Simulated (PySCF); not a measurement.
## Checking a proposed structure

A compound C₄H₁₂OSi₃ gives the data below (simulated from a calculation) and was assigned the structure `C=C[SiH2]C([SiH3])([SiH3])C=O`.

13C{1H} NMR (computed): δ 180.3 (C), 84.2 (CH), 56.6 (CH3), 13.3 (C).

1H NMR (400 MHz, computed): δ 4.54 (m, 2H), 4.10 (s, 6H), 3.93 (t, 1H), 3.90 (s, 3H).

PySCF 2.14.0 with density-fitted response routines calculation with coordinates at the GFN2-xTB level and PBE0/pcSseg-1 with gauge-including orbitals; single conformer, no solvent, fast rotation and ring inversion assumed for equivalent nuclei, non-relativistic Hamiltonian.

δ = σ(ref) − σ, references computed at the same level: 1H, 13C vs TMS.

Task: Compare with the shifts computed for the proposed structure, pairing carbons in order of shift.

Result: Atoms are numbered as in `[CH2:1]=[CH:2][SiH2:3][C:4]([SiH3:5])([SiH3:6])[CH:7]=[O:8]`. Each H is labelled by its parent atom.

```
atom  computed for proposal  given list  difference
  C7                  208.1       180.3       +27.8
  C1                  143.0        84.2       +58.8
  C2                  142.4        56.6       +85.8
  C4                   28.3        13.3       +15.0
```

The rms difference is 54.3 ppm and the largest +85.8 ppm at C2 (alkene CH). The carbon types in order of shift don't match either: CH, CH2, CH, C for the proposal against C, CH, CH3, C in the data. The proposal doesn't fit.

Task: Which isomer fits?

Result: `C1(OC)=C[SiH2]C1([SiH3])[SiH3]`.

Carbon types of the structure: 2 × C, 1 × CH, 1 × CH3, leaving 8 H on heteroatoms. δC 180.3: alkene carbon bearing oxygen; an sp2 carbon further deshielded by the attached heteroatom. δC 84.2: β carbon of an enol-ether or enamine type C=C; the O or N lone pair pushes π density onto this β carbon and shields it. δH 3.93: hydrogen on a β carbon of an enol-ether or enamine type C=C; lone-pair donation from O or N shields it, upfield of ordinary alkene protons. δH 3.90: hydrogen on a methyl carbon bonded to O; its carbon carries O, which withdraws density.

Other isomers checked: C=C(C=O)[Si@H]([SiH3])[SiH2]C (rms 64.3 ppm).

This is the structure that produced the data.

Shifts are as computed. Against solution values, carbons near 30 ppm lie about +3 ppm off and those near 130 ppm about +5 ppm. Of 1211 compounds with measured shifts, 218 miss one by over three times the rms of a fit or turn the order of signals round; such compounds aren't used in these exercises. Multiplicities follow the n + 1 count of equivalent neighbours, as no J values were calculated; m marks all less simple cases, F and P coupling included.
